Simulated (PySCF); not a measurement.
Molecule: `C1=CC=CN1[C@@H]1C(=C)C1`, C8H9N.

Geometry (Å), atoms numbered from 1 in this order:
```xyz
18

C    -2.6223    1.1324   -0.1927
C    -1.8806    0.0716   -0.3742
C    -1.5827   -1.3243   -0.0489
C    -0.7058   -0.5417   -1.0147
N     0.5996   -0.1574   -0.5986
C     1.0947    1.1095   -0.6149
C     2.3812    1.0796   -0.1534
C     2.6783   -0.2621    0.1570
C     1.5618   -0.9975   -0.1294
H    -2.4119    2.0653   -0.6902
H    -3.4780    1.1163    0.4632
H    -1.1768   -1.5393    0.9298
H    -2.2094   -2.1107   -0.4441
H    -0.7745   -0.7970   -2.0713
H     0.4935    1.9297   -0.9538
H     3.0389    1.9200   -0.0474
H     3.6048   -0.6373    0.5456
H     1.3805   -2.0508   -0.0385
```

Frames of a GFN2-xTB Langevin trajectory at 200 K; GIAO PBE0/pcSseg-1 shieldings in PySCF, gas phase, non-relativistic; equivalent atoms averaged within each frame.

Shifts are taken against calculated references (same method and geometry level): 13C (186.93 ppm) and 1H (31.72 ppm) against TMS; NH3 for 15N (267.73 ppm). The references are static minima.

Q: How do the shifts (ppm) fluctuate along the trajectory?

A: 
```
         time (fs)     C2  C6/C9     C1  C7/C8    C4    C3     N5   H10  H15/H18  H16/H17
optimised geometry  140.1  123.5  113.9  114.3  33.1  15.2  188.8  6.30     6.74     6.32
               250  145.6  123.5  116.5  114.9  37.3  14.8  187.9  7.14     7.12     6.81
               425  135.3  120.8  107.8  113.0  35.4  14.4  186.9  6.57     6.72     6.04
               625  141.7  123.7  109.8  116.1  32.3  18.1  186.4  6.07     6.96     6.65
               800  142.2  120.3  108.2  114.9  31.8  11.1  186.5  5.48     6.45     6.07
              1000  140.1  125.1  110.6  121.0  37.5  16.4  190.1  6.04     7.03     6.69
    mean of frames  141.0  122.7  110.6  116.0  34.8  15.0  187.5  6.26     6.86     6.45
standard deviation    3.8    2.0    3.5    3.0   2.7   2.6    1.5  0.62     0.27     0.37
```

5 frames give an uncertainty of the mean of about the standard deviation over 2.2 at best, since frames this close in time may not be independent; classical motion lacks zero-point vibration, and the reference would need the same averaging.
